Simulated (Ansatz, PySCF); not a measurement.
Complex: NH3 (SMILES N) (first 4 atoms) with CH5N (SMILES CN); geometry from B3LYP-D3(BJ)/def2-TZVP, rigid monomers moved along the line of their centres of mass till H2···N6 is 1.98 Å.
(charge 0, multiplicity 1):
```xyz
11

N      0.304    -0.181     0.200
H      0.107     0.324     1.064
H      0.620     0.495    -0.487
H     -0.573    -0.559    -0.140
C     -0.020    -0.698     3.418
N      0.188     0.695     3.010
H      0.520    -1.350     2.733
H     -1.081    -0.940     3.332
H      0.298    -0.927     4.443
H      1.165     0.948     3.094
H     -0.336     1.329     3.601
```

Interaction energies are E(AB) − E(A) − E(B) at the monomers' geometry in the complex; basis-set methods are counterpoise corrected. Rows marked so take none.

Rows in 3-21G carry no dispersion term and start afresh at each structure.

Codes used: Ansatz (Gaussian basis) for Hartree–Fock, density functionals and correlated methods; PySCF for 3-21G rows, the dispersion terms. Values without a source in brackets are computed.

Task: One of these levels gives -2.57 kcal/mol for the interaction energy. Which one is it?
(A) r2SCAN-D3(BJ)/def2-TZVPPD
(B) HF/3-21G (no counterpoise)
(C) PBE/def2-TZVPPD
(D) HF/aug-cc-pVDZ

Result: C, PBE/def2-TZVPPD. The others give -5.40 (HF/3-21G (no counterpoise)), 0.53 (HF/aug-cc-pVDZ), -3.34 (r2SCAN-D3(BJ)/def2-TZVPPD)

Ansatz is a program for electronic structure.
